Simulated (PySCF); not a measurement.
Molfile (atoms numbered from 1):
```
C4H8F3PSi
     RDKit          3D

 17 17  0  0  0  0  0  0  0  0999 V2000
    3.3005   -0.9805   -0.2493 F   0  0  0  0  0  0  0  0  0  0  0  0
    2.5597    0.1098    0.0067 C   0  0  0  0  0  0  0  0  0  0  0  0
    3.3867    1.0404    0.5088 F   0  0  0  0  0  0  0  0  0  0  0  0
    2.1494    0.5748   -1.1839 F   0  0  0  0  0  0  0  0  0  0  0  0
    1.2040   -0.3098    1.2652 P   0  0  0  0  0  0  0  0  0  0  0  0
   -0.0182    0.9977    0.7263 C   0  0  0  0  0  0  0  0  0  0  0  0
   -0.6388    0.0792   -0.3482 C   0  0  0  0  0  0  0  0  0  0  0  0
   -2.5399   -0.0185   -0.3295 Si  0  0  0  0  0  4  0  0  0  0  0  0
    0.0881   -1.2166    0.0713 C   0  0  0  0  0  0  0  0  0  0  0  0
   -0.6991    1.2322    1.5451 H   0  0  0  0  0  0  0  0  0  0  0  0
    0.4235    1.9270    0.3664 H   0  0  0  0  0  0  0  0  0  0  0  0
   -0.2992    0.3892   -1.3382 H   0  0  0  0  0  0  0  0  0  0  0  0
   -2.9525   -0.4220    1.0172 H   0  0  0  0  0  0  0  0  0  0  0  0
   -3.0694    1.3065   -0.6474 H   0  0  0  0  0  0  0  0  0  0  0  0
   -2.9550   -1.0201   -1.3095 H   0  0  0  0  0  0  0  0  0  0  0  0
   -0.5483   -1.9180    0.6119 H   0  0  0  0  0  0  0  0  0  0  0  0
    0.6014   -1.7593   -0.7228 H   0  0  0  0  0  0  0  0  0  0  0  0
  1  2  1  0
  2  3  1  0
  2  4  1  0
  2  5  1  0
  5  6  1  0
  6  7  1  0
  7  8  1  0
  7  9  1  0
  9  5  1  0
  6 10  1  0
  6 11  1  0
  7 12  1  0
  8 13  1  0
  8 14  1  0
  8 15  1  0
  9 16  1  0
  9 17  1  0
M  END
```

No relativistic terms, single conformer, no solvent model, equivalent nuclei averaged. GIAO PBE0/pcSseg-1 shieldings; geometry from GFN2-xTB; PySCF 2.14.

Referencing at the same level of theory: 13C (186.93 ppm) and 1H (31.72 ppm) and 29Si (349.16 ppm) against TMS; 19F (170.95 ppm) vs CFCl3; 31P (318.38 ppm) against H3PO4.

```
      atoms  nucleus  count  δ (ppm)
         P5      31P      1     24.0
H13/H14/H15       1H      3     3.85
         C7      13C      1     23.0
      C6/C9      13C      2     21.6
    H11/H17       1H      2        ?
   F1/F3/F4      19F      3    -77.5
        Si8     29Si      1        ?
         C2      13C      1        ?
    H10/H16       1H      2     2.10
        H12       1H      1     3.66
```

Question: Complete the table.

Answer: 
- C2: 145.4 ppm, CF3 carbon; 3 electronegative neighbours deshield it
- H11/H17: 2.35 ppm, hydrogen on an sp3 CH2 bonded to P
- Si8: -63.0 ppm, silicon bonded to C, 3 H

Shifts are as computed. Against solution values, carbons near 30 ppm lie about +3 ppm off and those near 130 ppm about +5 ppm. Of 1211 compounds with measured shifts, 218 miss one by over three times the rms of a fit or turn the order of signals round; such compounds aren't used in these exercises. Unscaled 19F shifts against computed CFCl3 carry errors that often reach 10 to 50 ppm. Experimental scales use liquid or dissolved standards, which lie at an offset from isolated H3PO4.
